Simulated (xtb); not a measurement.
C4H12Ge, charge +1, doublet, from a rough starting geometry (a state made from the parent by changing its charge; the spin is typed, not shown lowest); GFN2-xTB (xtb).

The xtb input:
```
$ xtb mol.xyz --gfn 2 --chrg 1 --uhf 1 --opt vtight --json

# file mol.xyz
17

Ge     0.69225968     1.65969937     0.14843637
C     -0.07659335    -0.16783258    -0.03930470
C     -0.23433401    -0.71150209     1.33112968
C      0.85033395    -1.01246140    -0.83984910
C     -1.39377560     0.00635846    -0.68164636
H      1.92564785     1.66125976     1.06034434
H      1.13470213     2.29770225    -1.06586129
H     -0.22549804     2.61604828     0.85535652
H     -0.63380826    -1.76584574     1.22691983
H      0.73087500    -0.85271335     1.86146791
H     -0.93285037    -0.17866764     2.02708076
H      1.84718043    -1.11908822    -0.38123280
H      0.99300128    -0.55639385    -1.82736809
H      0.46308825    -2.00315559    -0.99031336
H     -1.31926707     0.39306612    -1.71409948
H     -2.10495592     0.61865152    -0.09855777
H     -1.89229494    -1.00617417    -0.86601704
```

What does xtb print? Leave out banner, timings and long lists.


```
   ID    Z sym.   atoms
    1   32 Ge     1
    2    6 C      2-5
    3    1 H      6-17

           -------------------------------------------------
          |                Calculation Setup                |
           -------------------------------------------------

           -------------------------------------------------
          |                 G F N 2 - x T B                 |
           -------------------------------------------------

          ...................................................
          :                      SETUP                      :
          :.................................................:
          :  # basis functions                  38          :
          :  # atomic orbitals                  37          :
          :  # shells                           23          :
          :  # electrons                        31          :
          :  max. iterations                   250          :
          :  Hamiltonian                  GFN2-xTB          :
          :  restarted?                      false          :
          :  GBSA solvation                  false          :
          :  PC potential                    false          :
          :  electronic temp.          300.0000000     K    :
          :  accuracy                    1.0000000          :
          :  -> integral cutoff          0.2500000E+02      :
          :  -> integral neglect         0.1000000E-07      :
          :  -> SCF convergence          0.1000000E-05 Eh   :
          :  -> wf. convergence          0.1000000E-03 e    :
          :  Broyden damping             0.4000000          :
          :  net charge                          1          :
          :  unpaired electrons                  1          :
          ...................................................

 iter      E             dE          RMSdq      gap      omega  full diag
   1    -16.1890527 -0.161891E+02  0.291E+00    6.42       0.0  T
   2    -16.2148898 -0.258371E-01  0.633E+00    7.79       1.0  T
   3    -16.2574427 -0.425529E-01  0.631E+00    7.67       1.0  T
   4    -16.2864958 -0.290532E-01  0.604E+00    7.40       1.0  T
   5    -16.2920657 -0.556985E-02  0.611E+00    7.28       1.0  T
   6    -15.9770456  0.315020E+00  0.761E+00    6.86       1.0  T
   7    -15.9939895 -0.169439E-01  0.103E+01    6.55       1.0  T
   8    -16.1285078 -0.134518E+00  0.816E+00    6.87       1.0  T
   9    -16.3040862 -0.175578E+00  0.215E+00    7.13       1.0  T
[...]
 * total energy  :   -16.1222407 Eh     change       -0.4094998E-05 Eh
 * total energy  :   -16.1222418 Eh     change       -0.1067141E-05 Eh
 * total energy  :   -16.1222423 Eh     change       -0.5240645E-06 Eh
 * total energy  :   -16.1222430 Eh     change       -0.6137235E-06 Eh
 * total energy  :   -16.1222436 Eh     change       -0.6583410E-06 Eh
 * total energy  :   -16.1222444 Eh     change       -0.8023755E-06 Eh
 * total energy  :   -16.1222457 Eh     change       -0.1301832E-05 Eh
 * total energy  :   -16.1222478 Eh     change       -0.2115715E-05 Eh
 * total energy  :   -16.1222494 Eh     change       -0.1591497E-05 Eh
 * total energy  :   -16.1222500 Eh     change       -0.6087116E-06 Eh
 * total energy  :   -16.1222502 Eh     change       -0.2172694E-06 Eh
 * total energy  :   -16.1222503 Eh     change       -0.6677410E-07 Eh
   *** GEOMETRY OPTIMIZATION CONVERGED AFTER 22 ITERATIONS ***
         :: total energy             -16.122250314051 Eh    ::
[...]

Wiberg/Mayer (AO) data.
largest (>0.10) Wiberg bond orders for each atom

 ---------------------------------------------------------------------------
     #   Z sym  total        # sym  WBO       # sym  WBO       # sym  WBO
 ---------------------------------------------------------------------------
     1  32 Ge   3.210 --     6 H    0.814     7 H    0.814     8 H    0.814
                             2 C    0.472
     2   6 C    3.852 --     5 C    1.065     3 C    1.065     4 C    1.065
                             1 Ge   0.472
     3   6 C    3.986 --     2 C    1.065    10 H    0.956    11 H    0.956
                             9 H    0.899
     4   6 C    3.986 --     2 C    1.065    13 H    0.956    12 H    0.956
                            14 H    0.899
     5   6 C    3.986 --     2 C    1.065    16 H    0.956    15 H    0.956
                            17 H    0.899
     6   1 H    0.993 --     1 Ge   0.814
     7   1 H    0.993 --     1 Ge   0.814
     8   1 H    0.993 --     1 Ge   0.814
     9   1 H    0.981 --     3 C    0.899
    10   1 H    0.991 --     3 C    0.956
    11   1 H    0.991 --     3 C    0.956
    12   1 H    0.991 --     4 C    0.956
    13   1 H    0.991 --     4 C    0.956
    14   1 H    0.981 --     4 C    0.899
    15   1 H    0.991 --     5 C    0.956
    16   1 H    0.991 --     5 C    0.956
    17   1 H    0.981 --     5 C    0.899
 ---------------------------------------------------------------------------

Topologies differ in total number of bonds
Writing topology from bond orders to xtbtopo.mol

molecular dipole:
                 x           y           z       tot (Debye)
 q only:        0.219       0.536       0.066
   full:        0.226       0.553       0.068       1.527
molecular quadrupole (traceless):
                xx          xy          yy          xz          yz          zz
 q only:       -1.164       2.348       3.266       0.282       0.650      -2.101
  q+dip:       -1.239       2.499       3.476       0.300       0.692      -2.237
   full:       -1.739       3.518       4.884       0.421       0.971      -3.145

optimized geometry written to: xtbopt.xyz

           -------------------------------------------------
          | TOTAL ENERGY              -16.122250314051 Eh   |
          | GRADIENT NORM               0.000025648167 Eh/α |
          | HOMO-LUMO GAP               5.075118706259 eV   |
           -------------------------------------------------

normal termination of xtb
```
